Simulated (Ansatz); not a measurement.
`[F][Ti]([F])([F])[Br]` and `[OH][Ti]([F])([F])[F]` differ in one atom or group.

Ansatz, PBE0-D4/def2-TZVP geometries, multiplicity 1. Each molecule was computed in one conformer, which needn't be the lowest.

Scalar relativity is left out up to krypton.

```
                                      property  `[F][Ti]([F])([F])[Br]`
size of the dipole moment (PBE/def2-TZVPP) / D                     0.26
             HOMO energy (PBE/def2-TZVPP) / eV                    -8.11
            HOMO energy (PBE0/def2-TZVPP) / eV                    -9.44
            LUMO energy (PBE0/def2-TZVPP) / eV                    -3.37
         LUMO energy (ωB97M-V/def2-TZVPP) / eV                    -1.11
         HOMO–LUMO gap (B3LYP/def2-TZVPP) / eV                     5.54
```

**Question.** What does the change do to each property? (Estimate.)

**Answer.** Computed: 
```tsv
property	`[OH][Ti]([F])([F])[F]`	shift
size of the dipole moment (PBE/def2-TZVPP) / D	2.43	2.17
HOMO energy (PBE/def2-TZVPP) / eV	-8.79	-0.68
HOMO energy (PBE0/def2-TZVPP) / eV	-10.59	-1.15
LUMO energy (PBE0/def2-TZVPP) / eV	-2.55	0.82
LUMO energy (ωB97M-V/def2-TZVPP) / eV	-0.20	0.91
HOMO–LUMO gap (B3LYP/def2-TZVPP) / eV	7.43	1.89
```

With PBE0 the HOMO falls by 1.15 eV and the LUMO rises by 0.82 eV, so the gap widens by about 1.97 eV. PBE moves the HOMO by -0.68 eV and ωB97M-V by -1.45 eV. The zero-point energy changes by 29.3 kJ/mol with +3 modes. Dipoles are sizes alone; their direction can turn.

B3LYP here is the variant with VWN-RPA as its local correlation; programs differ in this.

Spin–orbit coupling is left out; it splits and shifts lone-pair levels of the heavy atoms by tenths of an eV.
